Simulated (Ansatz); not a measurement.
Ansatz (an electronic-structure program) input (MP2/6-31G*):

Ansatz 0.2 input:
```yaml
crystal:
  periodic: [false, false, false]
  atoms:
    - {symbol: C, position_ang: [1.81241200, 0.64015100, -0.87457000]}
    - {symbol: S, position_ang: [0.97968000, -0.21736000, 0.50172100]}
    - {symbol: B, position_ang: [-0.77302700, -0.13605900, 0.13609700]}
    - {symbol: C, position_ang: [-1.72811200, -0.81249900, 1.18349300]}
    - {symbol: C, position_ang: [-1.32365700, 0.57030600, -1.15635200]}
    - {symbol: H, position_ang: [1.49405900, 1.67890800, -0.93173000]}
    - {symbol: H, position_ang: [2.88175100, 0.60539400, -0.67717700]}
    - {symbol: H, position_ang: [1.60810400, 0.14231700, -1.82011400]}
    - {symbol: H, position_ang: [-2.44380100, -0.07319100, 1.56019900]}
    - {symbol: H, position_ang: [-1.22993500, -1.27014400, 2.03901100]}
    - {symbol: H, position_ang: [-2.33187500, -1.58124100, 0.68831700]}
    - {symbol: H, position_ang: [-1.02585500, 1.62317000, -1.19241500]}
    - {symbol: H, position_ang: [-2.41208200, 0.52950800, -1.22551000]}
    - {symbol: H, position_ang: [-0.91396300, 0.11558000, -2.06403200]}
basis:
  gaussian:
    orbitals: 6-31G*
magnetization: {spin_polarized: false}
correlation: {method: mp2, electrons: outside_noble_gas}
relax: {f_tol: 0.003, max_steps: 120}
```

Output:

```
Functional definition: HF
these checks for a lower state are left out or cut short: cluster_reference
integrals: 0.06 GiB planned
1144 factors; integrals over basis functions are off by at most 4.1e-4 eV
mean field: 0.30 GiB planned
mean field evaluation 1: about -14720.9334 eV, gradient 2.9e1 eV
mean field evaluation 2: about -14721.0167 eV, gradient 2.9e1 eV
mean field evaluation 4: about -14723.5747 eV, gradient 2.8e0 eV
mean field evaluation 8: about -14723.6052 eV, gradient 1.4e-1 eV
mean field -14723.60529957 eV, -541.0825147411 hartree, gradient 7.3e-7 eV, S^2 0.000000; 0 other end points of the search recorded, 0 dependent functions left out
9 core orbitals not correlated
reference -14723.60529957 eV, -541.0825147411 hartree; 15, 15 occupied and 73, 73 virtual orbitals, 1144 factors
densities: 0.24 GiB planned
second order -16.20265720 eV of doubles, -0.00000000 eV of singles
the calculation of the forces begins
mean field evaluation 16: about -14723.5119 eV, gradient 3.1e-1 eV
relax step   1: F+E_penalty+E_count = -14739.80795677 eV  Δ(F+E_penalty+E_count) = +0.000e0 eV  max|allowed force component| = 2.181e-1 eV/Å  Δτ_max = 0.0000 Å  (50 SCF iters, accepted)
these checks for a lower state are left out or cut short: starts, cluster_reference, orbital_swaps, neighbouring_geometries, increment
integrals: 0.06 GiB planned
1144 factors; integrals over basis functions are off by at most 4.1e-4 eV
mean field: 0.30 GiB planned
mean field -14723.60081033 eV, -541.0823497644 hartree, gradient 6.2e-7 eV, S^2 0.000000; 0 other end points of the search recorded, 0 dependent functions left out
9 core orbitals not correlated
reference -14723.60081033 eV, -541.0823497644 hartree; 15, 15 occupied and 73, 73 virtual orbitals, 1144 factors
densities: 0.24 GiB planned
second order -16.20982987 eV of doubles, -0.00000000 eV of singles
the calculation of the forces begins
relax step   2: F+E_penalty+E_count = -14739.81064020 eV  Δ(F+E_penalty+E_count) = -2.683e-3 eV  max|allowed force component| = 7.777e-2 eV/Å  Δτ_max = 0.0164 Å  (42 SCF iters, accepted)
these checks for a lower state are left out or cut short: starts, cluster_reference, orbital_swaps, neighbouring_geometries, increment
integrals: 0.06 GiB planned
1144 factors; integrals over basis functions are off by at most 4.1e-4 eV
mean field: 0.30 GiB planned
mean field evaluation 32: about -14723.6011 eV, gradient 6.1e-4 eV
mean field -14723.60108150 eV, -541.0823597300 hartree, gradient 3.4e-6 eV, S^2 0.000000; 0 other end points of the search recorded, 0 dependent functions left out
9 core orbitals not correlated
reference -14723.60108150 eV, -541.0823597300 hartree; 15, 15 occupied and 73, 73 virtual orbitals, 1144 factors
densities: 0.24 GiB planned
second order -16.20994872 eV of doubles, -0.00000000 eV of singles
the calculation of the forces begins
relax step   3: F+E_penalty+E_count = -14739.81103022 eV  Δ(F+E_penalty+E_count) = -3.900e-4 eV  max|allowed force component| = 1.356e-2 eV/Å  Δτ_max = 0.0062 Å  (36 SCF iters, accepted)
these checks for a lower state are left out or cut short: starts, cluster_reference, orbital_swaps, neighbouring_geometries, increment
integrals: 0.06 GiB planned
1144 factors; integrals over basis functions are off by at most 4.1e-4 eV
mean field: 0.30 GiB planned
mean field -14723.60102856 eV, -541.0823577844 hartree, gradient 2.1e-6 eV, S^2 0.000000; 0 other end points of the search recorded, 0 dependent functions left out
9 core orbitals not correlated
reference -14723.60102856 eV, -541.0823577844 hartree; 15, 15 occupied and 73, 73 virtual orbitals, 1144 factors
densities: 0.24 GiB planned
second order -16.21004170 eV of doubles, -0.00000000 eV of singles
the calculation of the forces begins
relax step   4: F+E_penalty+E_count = -14739.81107026 eV  Δ(F+E_penalty+E_count) = -4.003e-5 eV  max|allowed force component| = 6.311e-3 eV/Å  Δτ_max = 0.0017 Å  (35 SCF iters, accepted)
these checks for a lower state are left out or cut short: starts, cluster_reference, orbital_swaps, neighbouring_geometries, increment
integrals: 0.06 GiB planned
1144 factors; integrals over basis functions are off by at most 4.1e-4 eV
mean field: 0.30 GiB planned
mean field -14723.60101086 eV, -541.0823571340 hartree, gradient 9.8e-7 eV, S^2 0.000000; 0 other end points of the search recorded, 0 dependent functions left out
9 core orbitals not correlated
reference -14723.60101086 eV, -541.0823571340 hartree; 15, 15 occupied and 73, 73 virtual orbitals, 1144 factors
densities: 0.24 GiB planned
second order -16.21006249 eV of doubles, -0.00000000 eV of singles
the calculation of the forces begins
relax step   5: F+E_penalty+E_count = -14739.81107336 eV  Δ(F+E_penalty+E_count) = -3.098e-6 eV  max|allowed force component| = 1.398e-3 eV/Å  Δτ_max = 0.0005 Å  (35 SCF iters, accepted)
these checks for a lower state are left out or cut short: cluster_reference
integrals: 0.06 GiB planned
1144 factors; integrals over basis functions are off by at most 4.1e-4 eV
mean field: 0.30 GiB planned
mean field evaluation 64: about -14723.6001 eV, gradient 4.4e-1 eV
mean field -14723.60101086 eV, -541.0823571340 hartree, gradient 9.8e-7 eV, S^2 0.000000; 1 other end points of the search recorded, 0 dependent functions left out
9 core orbitals not correlated
reference -14723.60101086 eV, -541.0823571340 hartree; 15, 15 occupied and 73, 73 virtual orbitals, 1144 factors
densities: 0.24 GiB planned
second order -16.21006249 eV of doubles, -0.00000000 eV of singles
the calculation of the forces begins
Total energy: -14739.81107336 eV, -541.6780659430 hartree
Atom 0 at     1.800042     0.638828    -0.873869 Å, force    -0.000110    -0.000667     0.001139 eV/Å
Atom 1 at     0.988693    -0.220578     0.508444 Å, force    -0.001301     0.000245    -0.000590 eV/Å
Atom 2 at    -0.761165    -0.138733     0.142245 Å, force     0.001398     0.000198    -0.000163 eV/Å
Atom 3 at    -1.732676    -0.813205     1.184128 Å, force     0.000264    -0.000145     0.000285 eV/Å
Atom 4 at    -1.311416     0.571294    -1.156489 Å, force    -0.000086    -0.000344     0.000585 eV/Å
Atom 5 at     1.479618     1.679656    -0.932194 Å, force     0.000098     0.000226    -0.000375 eV/Å
Atom 6 at     2.874857     0.611946    -0.689395 Å, force     0.000165     0.000164    -0.000262 eV/Å
Atom 7 at     1.593835     0.140749    -1.821917 Å, force     0.000098     0.000223    -0.000377 eV/Å
Atom 8 at    -2.445842    -0.067178     1.555661 Å, force    -0.000225     0.000012    -0.000009 eV/Å
Atom 9 at    -1.238846    -1.273468     2.043617 Å, force    -0.000170     0.000058    -0.000123 eV/Å
Atom 10 at    -2.333524    -1.580514     0.680723 Å, force    -0.000223    -0.000023    -0.000029 eV/Å
Atom 11 at    -1.015146     1.626455    -1.189407 Å, force     0.000013     0.000026    -0.000062 eV/Å
Atom 12 at    -2.401947     0.527038    -1.219936 Å, force     0.000066    -0.000014     0.000033 eV/Å
Atom 13 at    -0.902785     0.112551    -2.064674 Å, force     0.000012     0.000042    -0.000052 eV/Å
Dipole moment:    -0.021933     0.168110    -0.293586 e Å
Checks for a lower state left out: cluster_reference
```

The geometry given is a B3LYP-D3(BJ)/def2-TZVP minimum.
